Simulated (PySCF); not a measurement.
# J couplings in CH₅FGe

Bonds (- single, = double, # triple, : aromatic): C1-Ge2 1.936 Å, Ge2-F3 1.749 Å. C1 carries H4, H5, H6; Ge2 carries H7, H8.

Indirect spin–spin couplings were computed at B3LYP/pcJ-1 (pcSseg-1 on Ge) (PySCF 2.14) on a PBE0-D3(BJ)/def2-SVP structure, for the isolated molecule, without vibrational or relativistic corrections. Couplings are averaged over pairs made equivalent by symmetry, fast rotation or ring inversion, so a value needn't be that of the named pair in this geometry, while other rotamers aren't included; one pair stands for each set, and the list holds those of at least 0.8 Hz over up to four bonds.

Isotopes: ¹³C, ¹H, ¹⁹F.

| pair | bonds | J (Hz) |
| --- | --- | --- |
| C1, H4 | 1 | 138.0 |
| C1, F3 | 2 | 7.6 |
| C1, H7 | 2 | ? |
| F3, H7 | 2 | 37.0 |
| H4, H5 | 2 | -13.4 |
| H7, H8 | 2 | 31.9 |
| F3, H4 | 3 | 5.7 |
| H4, H7 | 3 | ? |

**Question.** Estimate the withheld couplings, with signs.

**Answer.** 
- ²J(C1,H7) = 14.4 Hz (angle at Ge2 113°)
- ³J(H4,H7) = 2.1 Hz (mean over equivalent pairs that range from -2.1 to 8.9 Hz in this conformer)

Relativistic effects of the heavier atoms present are left out.
